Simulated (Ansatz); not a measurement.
The same molecule with X = B, Al, Ga. Ansatz, PBE0-D4/def2-TZVP geometries, multiplicity 2. Each molecule was computed in one conformer, which needn't be the lowest.

Scalar relativity is left out up to krypton.

| X | molecule | mean X–C bond length / Å | mean X–Se bond length / Å | zero-point energy (PBE0-D4/def2-TZVP) / kJ/mol |
| --- | --- | --- | --- | --- |
| B | `C[B][SeH]`• | 1.543 | 1.882 | 122.0 |
| Ga | `[CH3][Ga][SeH]`• | 1.995 | 2.367 | 113.4 |

(1) Give the row for X = Al, `[CH3][Al][SeH]`•. (Estimate.)

Answers

(1) Computed: 
| X | molecule | mean X–C bond length / Å | mean X–Se bond length / Å | zero-point energy (PBE0-D4/def2-TZVP) / kJ/mol |
| --- | --- | --- | --- | --- |
| Al | `[CH3][Al][SeH]`• | 1.965 | 2.344 | 113.7 |

From B to Ga the mean X–C bond length rises at each step, by 0.452 Å in all; the mean X–Se bond length rises at each step, by 0.485 Å in all; the zero-point energy (PBE0-D4/def2-TZVP) falls at each step, by 8.6 kJ/mol in all.
